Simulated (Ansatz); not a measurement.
Isolated molecules relaxed with PBE0-D4/def2-TZVP in Ansatz; ΔE leaves out vibrations. CBS: MP2 limit from def2 TZ/QZ plus the TZ coupled-cluster correction, frozen cores. Functionals use def2-TZVPP. B3LYP here is the variant with VWN-RPA as its local correlation; programs differ in this. For Ga outer-core shells are correlated without core-valence functions, which leaves a few kJ/mol of doubt a bond. Scalar relativity is left out up to krypton. Each species was taken in one conformer, which may not be the lowest.

`C[O][GaH][CH3]` + `CB(N)N` → `CNB(C)N` + `C[O][GaH2]`  (substitution at a C–Ga bond)

`C[O][GaH][CH3]`:

Cartesian coordinates in Å:
```
C 1.224 1.318 -0.397
O 0.374 1.296 0.715
Ga -0.801 -0.009 1.058
C -0.894 -1.500 -0.213
H 2.271 1.347 -0.072
H 1.038 2.216 -0.998
H 1.105 0.446 -1.056
H -1.600 0.256 2.370
H -1.172 -1.138 -1.205
H -1.626 -2.245 0.101
H 0.081 -1.987 -0.303
```

`CB(N)N`:

```xyz
11

C    -0.290   -1.246   -0.507
B     0.060    0.184    0.073
N     0.303    0.340    1.459
N     0.105    1.303   -0.793
H     0.029   -1.366   -1.546
H     0.162   -2.056    0.072
H    -1.373   -1.407   -0.486
H     0.497    1.219    1.905
H     0.279   -0.435    2.095
H    -0.060    1.220   -1.779
H     0.287    2.244   -0.494
```

`CNB(C)N`:

Cartesian coordinates in Å:
```
C -0.456 -0.950 -1.625
N -0.035 0.282 -1.013
B 0.190 0.519 0.365
C -0.017 -0.626 1.437
N 0.608 1.805 0.793
H 0.283 -1.333 -2.339
H -1.410 -0.845 -2.156
H -0.593 -1.712 -0.858
H 0.107 1.033 -1.669
H 0.632 -1.485 1.241
H -1.045 -1.004 1.431
H 0.195 -0.285 2.453
H 0.763 2.586 0.180
H 0.778 2.015 1.759
```

`C[O][GaH2]`:

Z-matrix (Å, degrees):
```
C
O 1 1.402
H 1 1.099 2 113.2
H 1 1.096 2 110.0 3 120.7
H 1 1.096 2 110.0 3 -120.7
Ga 2 1.782 1 123.8 3 0.0
H 6 1.565 2 115.8 1 -0.0
H 6 1.555 2 113.9 1 180.0
```

| level | ΔE (kJ/mol) | difference from CCSD(T)/CBS |
| --- | --- | --- |
| r2SCAN-D4 | 74.1 | -3.8 |
| B3LYP-D4 | 69.9 | -8.0 |
| ωB97X-V | 68.7 | -9.2 |
| ωB97M-V | 72.3 | -5.6 |
| PBE0 | 71.7 | -6.2 |
| B3LYP | 71.0 | -6.9 |
| HF/def2-TZVPP | 66.2 | -11.7 |
| CCSD/def2-TZVPP | 73.8 | -4.1 |
| HF/CBS(def2) | 65.2 | -12.7 |
| CCSD/CBS(def2) | 77.5 | -0.4 |
| CCSD(T)/CBS | 77.9 | 0 |

Largest T1 diagnostic among the species: 0.015.

In def2-TZVPP, CCSD(T) changes the Hartree–Fock value by +8.1 kJ/mol (the triples alone add +0.4 kJ/mol) and MP2 by +13.3 kJ/mol.
